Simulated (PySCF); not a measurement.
ZrO₂, SMILES [O]=[Zr]=[O], multiplicity 1. Heavy atoms are numbered as in [Zr:1](=[O:2])=[O:3].

The structure is a stationary point at B3LYP-D3(BJ)/def2-TZVP. The multiplicity is an assumed one; other spin states were not compared. The isomer is the one that the SMILES or the coordinates give; other isomers of the formula were not compared. The def2 effective core potentials stand for the cores of Zr; spin–orbit coupling is left out.

Calculation: HF/def2-TZVPD in PySCF.

Mulliken values depend strongly on the basis, most of all with diffuse functions as here. ESP charges are fitted to the potential on shells at 1.4 to 2.0 van der Waals radii. Atomic charges (e), one atom of each kind:

```csv
atom,Mulliken,ESP fit
Zr1,1.84,1.90
O2,-0.92,-0.95
```
